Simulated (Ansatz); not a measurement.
# Molecular dynamics of Cl₂H₂HfO₂

The input (input.yaml):

```yaml
crystal:
  periodic: [false, false, false]
  atoms:
    - { symbol: Hf, position_ang: [-0.053203, -0.042367, 0.136965] }
    - { symbol: Cl, position_ang: [0.107438, 0.2829, 2.484544] }
    - { symbol: Cl, position_ang: [2.098244, -0.017984, -0.869869] }
    - { symbol: O, position_ang: [-1.101396, 1.372985, -0.611761] }
    - { symbol: H, position_ang: [-1.730295, 1.969676, -1.037085] }
    - { symbol: O, position_ang: [-0.87188, -1.739351, -0.196076] }
    - { symbol: H, position_ang: [-1.384909, -2.522258, -0.433117] }
basis:
  gaussian: { orbitals: def2-SVP }
hamiltonian:
  xc: pbe
md:
  timestep: 4.0
  n_steps: 40
  ensemble: nvt_langevin
  temperature: 1500.0
  initial_velocities: maxwell_boltzmann
  seed: 25107
  friction: 0.005
```

Command:

```bash
$ ansatz run input.yaml --threads 2 --pin off --max-ram 3072MiB --backend cpu --events-out ev --progress --plain --runs-dir out
```

It starts from a relaxed structure.

Output, in part (step lines, the closing report, with atoms numbered from 0):

```
md step     0: t =     0.00 fs  T =  1285.7 K  F+E_penalty+E_count = -30461.85651302 eV  E_kin = 1.163340 eV  (27 SCF iters)
md step     1: t =     4.00 fs  T =  2300.9 K  F+E_penalty+E_count = -30461.43264315 eV  E_kin = 2.081913 eV  (34 SCF iters)
md step     2: t =     8.00 fs  T = 14921.9 K  F+E_penalty+E_count = -30454.50362558 eV  E_kin = 13.501626 eV  (44 SCF iters)
md step     3: t =    12.00 fs  T = 49501.5 K  F+E_penalty+E_count = -30447.14779240 eV  E_kin = 44.789979 eV  (93 SCF iters)
md step     4: t =    16.00 fs  T = 45554.8 K  F+E_penalty+E_count = -30445.25094681 eV  E_kin = 41.218894 eV  (90 SCF iters)
md step     5: t =    20.00 fs  T = 45253.7 K  F+E_penalty+E_count = -30447.46631960 eV  E_kin = 40.946485 eV  (112 SCF iters)
md step     6: t =    24.00 fs  T = 43824.1 K  F+E_penalty+E_count = -30448.26030144 eV  E_kin = 39.652935 eV  (1049 SCF iters)
md step     7: t =    28.00 fs  T = 42583.7 K  F+E_penalty+E_count = -30447.71578266 eV  E_kin = 38.530620 eV  (162 SCF iters)
md step     8: t =    32.00 fs  T = 39389.4 K  F+E_penalty+E_count = -30446.94977902 eV  E_kin = 35.640304 eV  (188 SCF iters)
md step     9: t =    36.00 fs  T = 36496.4 K  F+E_penalty+E_count = -30446.36312459 eV  E_kin = 33.022660 eV  (202 SCF iters)
md step    10: t =    40.00 fs  T = 34614.3 K  F+E_penalty+E_count = -30446.05232639 eV  E_kin = 31.319718 eV  (210 SCF iters)
md step    11: t =    44.00 fs  T = 33122.7 K  F+E_penalty+E_count = -30445.99654670 eV  E_kin = 29.970045 eV  (199 SCF iters)
md step    12: t =    48.00 fs  T = 31843.8 K  F+E_penalty+E_count = -30446.03996133 eV  E_kin = 28.812905 eV  (198 SCF iters)
md step    13: t =    52.00 fs  T = 29939.7 K  F+E_penalty+E_count = -30445.98668163 eV  E_kin = 27.090035 eV  (320 SCF iters)
md step    14: t =    56.00 fs  T = 28706.2 K  F+E_penalty+E_count = -30445.81156715 eV  E_kin = 25.973927 eV  (365 SCF iters)
md step    15: t =    60.00 fs  T = 27393.5 K  F+E_penalty+E_count = -30445.72859114 eV  E_kin = 24.786180 eV  (422 SCF iters)
md step    16: t =    64.00 fs  T = 26889.5 K  F+E_penalty+E_count = -30445.78454899 eV  E_kin = 24.330146 eV  (532 SCF iters)
md step    17: t =    68.00 fs  T = 26027.1 K  F+E_penalty+E_count = -30445.80375893 eV  E_kin = 23.549837 eV  (345 SCF iters)
md step    18: t =    72.00 fs  T = 24593.5 K  F+E_penalty+E_count = -30445.76085445 eV  E_kin = 22.252725 eV  (263 SCF iters)
md step    19: t =    76.00 fs  T = 23850.8 K  F+E_penalty+E_count = -30445.78332840 eV  E_kin = 21.580655 eV  (262 SCF iters)
md step    20: t =    80.00 fs  T = 23637.9 K  F+E_penalty+E_count = -30445.95393259 eV  E_kin = 21.388000 eV  (310 SCF iters)
md step    21: t =    84.00 fs  T = 23453.6 K  F+E_penalty+E_count = -30446.31051918 eV  E_kin = 21.221271 eV  (203 SCF iters)
md step    22: t =    88.00 fs  T = 22933.3 K  F+E_penalty+E_count = -30446.87031259 eV  E_kin = 20.750541 eV  (206 SCF iters)
md step    23: t =    92.00 fs  T = 22410.2 K  F+E_penalty+E_count = -30447.49747508 eV  E_kin = 20.277208 eV  (186 SCF iters)
md step    24: t =    96.00 fs  T = 21900.3 K  F+E_penalty+E_count = -30447.97927667 eV  E_kin = 19.815831 eV  (190 SCF iters)
md step    25: t =   100.00 fs  T = 21066.9 K  F+E_penalty+E_count = -30448.11669387 eV  E_kin = 19.061769 eV  (336 SCF iters)
md step    26: t =   104.00 fs  T = 20003.0 K  F+E_penalty+E_count = -30447.49684708 eV  E_kin = 18.099114 eV  (476 SCF iters)
md step    27: t =   108.00 fs  T = 18376.5 K  F+E_penalty+E_count = -30446.59777804 eV  E_kin = 16.627438 eV  (390 SCF iters)
md step    28: t =   112.00 fs  T = 18098.4 K  F+E_penalty+E_count = -30447.27151078 eV  E_kin = 16.375798 eV  (391 SCF iters)
md step    29: t =   116.00 fs  T = 18455.4 K  F+E_penalty+E_count = -30448.15468377 eV  E_kin = 16.698782 eV  (226 SCF iters)
md step    30: t =   120.00 fs  T = 17935.6 K  F+E_penalty+E_count = -30448.02375612 eV  E_kin = 16.228462 eV  (87 SCF iters)
md step    31: t =   124.00 fs  T = 16613.7 K  F+E_penalty+E_count = -30447.59532350 eV  E_kin = 15.032449 eV  (76 SCF iters)
md step    32: t =   128.00 fs  T = 15041.5 K  F+E_penalty+E_count = -30447.37944584 eV  E_kin = 13.609816 eV  (94 SCF iters)
md step    33: t =   132.00 fs  T = 15439.3 K  F+E_penalty+E_count = -30447.63530192 eV  E_kin = 13.969806 eV  (110 SCF iters)
md step    34: t =   136.00 fs  T = 16257.9 K  F+E_penalty+E_count = -30448.54232654 eV  E_kin = 14.710473 eV  (80 SCF iters)
md step    35: t =   140.00 fs  T = 15612.0 K  F+E_penalty+E_count = -30449.08411441 eV  E_kin = 14.126056 eV  (62 SCF iters)
md step    36: t =   144.00 fs  T = 15445.1 K  F+E_penalty+E_count = -30448.35584786 eV  E_kin = 13.975034 eV  (53 SCF iters)
md step    37: t =   148.00 fs  T = 16662.3 K  F+E_penalty+E_count = -30450.08665852 eV  E_kin = 15.076361 eV  (56 SCF iters)
md step    38: t =   152.00 fs  T = 16640.5 K  F+E_penalty+E_count = -30450.16602263 eV  E_kin = 15.056694 eV  (65 SCF iters)
md step    39: t =   156.00 fs  T = 16782.8 K  F+E_penalty+E_count = -30450.47276630 eV  E_kin = 15.185383 eV  (62 SCF iters)
md step    40: t =   160.00 fs  T = 16096.8 K  F+E_penalty+E_count = -30451.16390033 eV  E_kin = 14.564669 eV  (325 SCF iters)
Total energy: -30451.16398746 eV, -1119.0596359990 hartree
Atom 0 at     0.136854     0.144984     0.420334 Å, force     0.622055     2.398619    -0.613107 eV/Å
Atom 1 at     0.834737     0.970492     2.576245 Å, force    -0.180269    -0.237511     0.496968 eV/Å
Atom 2 at     2.155410    -0.657197    -1.158546 Å, force     3.763742    -0.631851    -1.299251 eV/Å
Atom 3 at    -0.174673     1.838284    -0.389810 Å, force     0.346269    -1.261607     0.418975 eV/Å
Atom 4 at     3.704995    -0.742953    -1.390930 Å, force    -3.694478     0.360612     0.906995 eV/Å
Atom 5 at    -1.429421    -0.466892    -0.291535 Å, force    -0.857327    -0.628257     0.089421 eV/Å
Atom 6 at   -35.329447   -79.052205   -45.828823 Å, force     0.000008    -0.000005    -0.000001 eV/Å
Dipole moment:     1.545360    -0.944115    -0.416761 e Å
```

The run went to its last step. The temperature shot up to 50000 K, far beyond the bath's, so the integration failed: the time step of 4 fs is too long for the fastest motions that this run met, and the later frames carry no physical meaning.

Parted: O4–H5 0.97 → 4.77 Å, O6–H7 0.97 → 96.95 Å. It ends as Cl2HHfO2 + H. Pairs count as bonded within 1.25 times the sum of covalent radii (0.12 Å more for H–H).

Last frame:

```xyz
7
Properties=species:S:1:pos:R:3
Hf 0.137 0.145 0.420
Cl 0.835 0.971 2.576
Cl 2.155 -0.657 -1.159
O -0.175 1.838 -0.390
H 3.705 -0.743 -1.391
O -1.429 -0.467 -0.291
H -35.329 -79.052 -45.829
```

Run time: 4.5 min on 2 threads of Arm Neoverse V2, on a shared host, peak memory 0.21 GiB.
